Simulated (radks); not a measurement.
Question: Ne II, configuration [He] 2s2 2p5 (the NIST ground configuration). Calculated with a radial shooting solver on a logarithmic mesh with Libxc functionals: Dirac Kohn-Sham, exchange-only LDA, spin-unpolarised, spherical densities, finite nucleus; open shells fill j = l - 1/2 first; Fermi nuclear charge, rms radius 3.0055 fm. Some entries of the table are withheld. Estimate them.

orbital  occ.  eigenvalue (hartree)  <r^2> (bohr^2)  <1/r> (bohr^-1)
1s1/2       2             -31.09408         0.03398            9.583
2s1/2       2              -1.96899          0.9171              (1)
2p1/2       2                   (2)           1.021            1.539
2p3/2       3                   (3)           1.026            1.534
3s1/2       0              -0.22621           15.50              (4)
3p1/2       0                   (5)             (6)           0.2675
3p3/2       0                   (7)             (8)           0.2671

Answer: 
(1) 2s1/2 <1/r> (bohr^-1): 1.683
(2) 2p1/2 eigenvalue (hartree): -1.13300
(3) 2p3/2 eigenvalue (hartree): -1.12866
(4) 3s1/2 <1/r> (bohr^-1): 0.3694
(5) 3p1/2 eigenvalue (hartree): -0.13084
(6) 3p1/2 <r^2> (bohr^2): 29.47
(7) 3p3/2 eigenvalue (hartree): -0.13067
(8) 3p3/2 <r^2> (bohr^2): 29.55
